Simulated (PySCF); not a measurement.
An excited-state job on `CNc1ccncc1`.

Computed with TDDFT CAM-B3LYP/def2-SVPD, vertical, gas phase, core orbitals frozen in the response (PySCF 2.14.0, density-fitted response routines). Geometry: GFN2-xTB. A driver script takes a list of jobs; this job's settings line and coordinates (Å) are shown.

Input:
```
{"job": {"kind": "uv", "xc": "CAM-B3LYP", "basis": "def2-SVPD", "nstates": 8, "ntriplets": 3}, "charge": 0, "multiplicity": 1}
C      2.448090     0.214815    -0.022164
N      1.324303    -0.601563    -0.405367
C      0.027940    -0.261607    -0.146424
C     -0.993495    -1.205254    -0.325625
C     -2.300695    -0.830665    -0.101067
N     -2.667666     0.385721     0.276075
C     -1.705577     1.278688     0.442293
C     -0.361263     1.021664     0.254758
H      2.370721     1.196833    -0.490769
H      3.362705    -0.259011    -0.371686
H      2.513539     0.350213     1.064334
H      1.502986    -1.589017    -0.499579
H     -0.751492    -2.212296    -0.633445
H     -3.106872    -1.542717    -0.223527
H     -2.035900     2.262638     0.750739
H      0.365075     1.800504     0.420042
```

Output:
```
coarse grid: 13600 points
cycle   1  E = -342.4310730009  dE =  1.612e+00  |g| = 3.961e-01  |ddm| = 1.048e+01
cycle   2  E = -342.4364039156  dE = -5.331e-03  |g| = 4.271e-01  |ddm| = 6.995e+00
cycle   3  E = -342.4758009806  dE = -3.940e-02  |g| = 8.339e-02  |ddm| = 4.621e+00
cycle   4  E = -342.4771518541  dE = -1.351e-03  |g| = 3.794e-02  |ddm| = 5.237e-01
cycle   5  E = -342.4775047036  dE = -3.528e-04  |g| = 6.715e-03  |ddm| = 1.796e-01
cycle   6  E = -342.4775173429  dE = -1.264e-05  |g| = 2.476e-03  |ddm| = 2.694e-02
cycle   7  E = -342.4775190835  dE = -1.741e-06  |g| = 7.697e-04  |ddm| = 8.111e-03
final grid: 132208 points
cycle   8  E = -342.5389864917  dE = -3.939e-05  |g| = 3.409e-03  |ddm| = 1.454e-01
cycle   9  E = -342.5389877681  dE = -1.276e-06  |g| = 2.802e-03  |ddm| = 3.256e-02
cycle  10  E = -342.5389896559  dE = -1.888e-06  |g| = 2.712e-04  |ddm| = 1.030e-02
cycle  11  E = -342.5389896673  dE = -1.143e-08  |g| = 2.131e-04  |ddm| = 2.763e-03
cycle  12  E = -342.5389896771  dE = -9.807e-09  |g| = 2.124e-05  |ddm| = 5.692e-04
cycle  13  E = -342.5389896773  dE = -1.779e-10  |g| = 9.470e-06  |ddm| = 3.265e-04
converged SCF energy = -342.5389896773

Static polarisability (au): isotropic 84.807, principal 53.175 89.083 112.162

Singlet excitations
state   eV       nm        f      main configurations
  1   5.1905    238.9   0.01895   H->L 0.79, H-2->L+1 0.09
  2   5.3229    232.9   0.00042   H-1->L 0.95
  3   5.5962    221.6   0.00521   H-1->L+1 0.74, H-1->L+2 0.20
  4   5.7518    215.6   0.17403   H->L+1 0.78, H-2->L 0.10
  5   5.8012    213.7   0.01854   H->L+2 0.80, H->L+3 0.08
  6   6.5288    189.9   0.01739   H->L+3 0.80
  7   6.7273    184.3   0.24459   H-2->L+1 0.49, H-2->L 0.14, H-2->L+2 0.11
  8   6.9494    178.4   0.47257   H-2->L 0.60, H-2->L+1 0.15

Triplet excitations (Tamm-Dancoff, eV): 4.1197 4.4989 4.7108
```

The SCF starts on a coarse grid where the log names one; the energy can jump when the final grid takes over, and dE then counts from the start density on the new grid. H and L stand for HOMO and LUMO; the number after each pair is its weight.

Question: Give S1 in cm⁻¹ and kJ/mol.

Answer: 5.1905 eV × 8065.54 = 41864 cm⁻¹; × 96.485 = 500.8 kJ/mol.

In short: HOMO -7.59 eV, LUMO 0.85 eV; lowest singlet 5.19 eV; lowest triplet 4.12 eV (Tamm–Dancoff); mean polarisability 84.8 au.

Question: Estimate the wall time. Hardware: an Arm Neoverse V1 with one thread, shared host.

Answer: About 53 s.

One conformer stands for the species.
Labels such as C1 count atoms from 1, the log's own numbers from 0.
